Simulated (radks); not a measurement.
The ytterbium ion Yb6+, configuration [Kr] 4d10 4f12 5s2 5p4 (the NIST ground configuration).

Method: scalar-relativistic Kohn-Sham, LDA (Slater exchange, VWN5 correlation), spin-polarised, spherical densities, finite nucleus; open shells are filled with parallel spins first (spin-orbit coupling, left out, can overturn this in heavy ions); Fermi nuclear charge, rms radius 5.3108 fm; computed with a radial shooting solver on a logarithmic mesh with Libxc functionals.

Energy parts (hartree):
part                       energy
total                 -14039.6160
kinetic                15293.2065
electron-nucleus      -34348.6974
Hartree                 5296.7913
exchange-correlation    -280.9164

Orbitals (lengths in bohr, moments of r in powers of bohr; r(90%) holds 90 % of the orbital's charge):
orbital,occ.,eigenvalue (hartree),r(90%),<r^2>
1s up,1,-2251.519,0.0357,0.0005307
1s down,1,-2251.511,0.0357,0.0005307
2s up,1,-384.3893,0.129,0.008222
2s down,1,-384.3831,0.129,0.008222
2p up,3,-339.3947,0.121,0.006718
2p down,3,-339.3871,0.121,0.006718
3s up,1,-89.32548,0.318,0.05381
3s down,1,-89.28274,0.318,0.05379
3p up,3,-75.75649,0.324,0.05429
3p down,3,-75.71332,0.324,0.05426
3d up,5,-59.17620,0.305,0.04515
3d down,5,-59.14146,0.305,0.04512
4s up,1,-20.33585,0.700,0.2683
4s down,1,-20.25420,0.700,0.2682
4p up,3,-15.86782,0.752,0.3043
4p down,3,-15.78673,0.752,0.3042
4d up,5,-9.97748,0.836,0.3593
4d down,5,-9.89544,0.835,0.3588
4f up,7,-3.47565,1.13,0.5778
4f down,5,-3.38705,1.13,0.5768
5s up,1,-5.11195,1.62,1.438
5s down,1,-5.01039,1.62,1.444
5p up,3,-3.95337,1.84,1.842
5p down,1,-3.85636,1.85,1.863

The highest occupied level is 4f down at -92.166 eV. For comparison, the ionisation energy in NIST's Atomic Spectra Database is 117 eV (theoretical). In exact Kohn-Sham theory the highest level is minus the ionisation energy, but local and semilocal functionals leave it too shallow, through self-interaction and a potential that decays too fast; potentials with the right tail come closer. Spin moment in Bohr magnetons: 4. The electron density at the nucleus is 1.081e+06 e/bohr^3 (large components only). The density falls to 0.001 e/bohr^3 at r = 2.69 bohr. Summed over all electrons, <r^2> = 24.10 bohr^2, which gives a Langevin (diamagnetic) susceptibility term of -19.1 x 10^-6 cm^3/mol.
